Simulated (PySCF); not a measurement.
This PySCF input asks for the NMR shieldings of `C[C@@H]1CCCCP1`, C₆H₁₃P; the geometry comes from GFN2-xTB.

```python
import basis_set_exchange as bse
import numpy as np
from pyscf import gto, dft
from pyscf.prop import nmr

atoms = """
C    -2.541991   -0.094334    0.312796
C    -1.098819    0.352069    0.091436
C    -0.402756   -0.517786   -0.953165
C     1.013420   -0.048200   -1.272871
C     1.937416   -0.163788   -0.064965
C     1.495279    0.737510    1.081182
P    -0.204199    0.368574    1.733729
H    -2.572154   -1.121531    0.673378
H    -3.025948    0.540088    1.052977
H    -3.108158   -0.038044   -0.615735
H    -1.104008    1.393846   -0.257978
H    -0.368347   -1.551827   -0.597874
H    -0.999488   -0.506257   -1.870311
H     1.414025   -0.651116   -2.091365
H     0.984147    0.991380   -1.608664
H     1.957831   -1.202868    0.275057
H     2.954965    0.108460   -0.359143
H     1.495669    1.785315    0.763344
H     2.189332    0.653128    1.922714
H    -0.021366   -1.023940    1.782424
"""
names = dict.fromkeys(["C", "P", "H"], "pcSseg-1")
basis = {el: gto.basis.parse(bse.get_basis(n, elements=[el], fmt="nwchem")) for el, n in names.items()}
mol = gto.M(atom=atoms, basis=basis, charge=0, verbose=0)
mf = dft.RKS(mol, xc="PBE0")
mf.grids.level = 2
mf.grids.alignment = dft.numint.BLKSIZE   # the property module wants whole blocks of grid points
mf.conv_tol = 1e-9
mf.kernel()

calc = nmr.RKS(mf)   # GIAO
C = mf.mo_coeff
Co = C[:, mf.mo_occ > 0]
resp = mf.gen_response(singlet=True, hermi=2)
def vind(x):   # induced exchange potential for any number of trial vectors
    d = np.einsum("pi,xij,qj->xpq", C, 2 * x.reshape(-1, C.shape[1], Co.shape[1]), Co, optimize=True)
    return np.einsum("xpq,pi,qj->xij", resp(d - d.transpose(0, 2, 1)), C, Co, optimize=True).ravel()
mo1, _ = nmr.rhf.solve_mo1(calc, with_cphf=vind)
sigma = calc.kernel(mo1)
for i, s in enumerate(sigma):   # ppm
    w = np.linalg.eigvalsh((s + s.T) / 2)
    print("%2d %-2s iso %8.1f  s11 %8.1f  s22 %8.1f  s33 %8.1f" % (i, mol.atom_pure_symbol(i), w.mean(), *w))
```

Task: Give the expected output.

Result: 
```
 0 C  iso    162.7  s11    142.6  s22    156.8  s33    188.6
 1 C  iso    154.2  s11    142.8  s22    152.9  s33    167.0
 2 C  iso    142.9  s11    129.0  s22    144.4  s33    155.2
 3 C  iso    154.5  s11    150.5  s22    156.3  s33    156.8
 4 C  iso    152.9  s11    141.1  s22    153.0  s33    164.6
 5 C  iso    162.3  s11    150.4  s22    166.6  s33    169.8
 6 P  iso    377.9  s11    352.3  s22    371.0  s33    410.4
 7 H  iso     30.9  s11     27.0  s22     29.2  s33     36.6
 8 H  iso     30.3  s11     25.6  s22     28.1  s33     37.3
 9 H  iso     30.4  s11     25.9  s22     27.7  s33     37.7
10 H  iso     30.5  s11     26.6  s22     29.7  s33     35.1
11 H  iso     30.6  s11     27.6  s22     29.6  s33     34.5
12 H  iso     29.6  s11     24.5  s22     28.9  s33     35.4
13 H  iso     29.8  s11     24.5  s22     27.9  s33     36.9
14 H  iso     30.4  s11     26.9  s22     28.5  s33     35.7
15 H  iso     30.4  s11     27.4  s22     28.1  s33     35.7
16 H  iso     29.5  s11     24.5  s22     27.5  s33     36.6
17 H  iso     30.4  s11     26.7  s22     28.2  s33     36.1
18 H  iso     30.0  s11     24.4  s22     27.9  s33     37.6
19 H  iso     28.9  s11     26.5  s22     27.8  s33     32.6
```

These numbers come from an equivalent density-fitted implementation of the same equations, which agrees with the script to about 0.01 ppm for H and up to a few tenths of a ppm for heavy atoms, so last digits may differ.

Size and cost of the density-fitted run: 191 basis functions, of the order of 90 core-seconds.
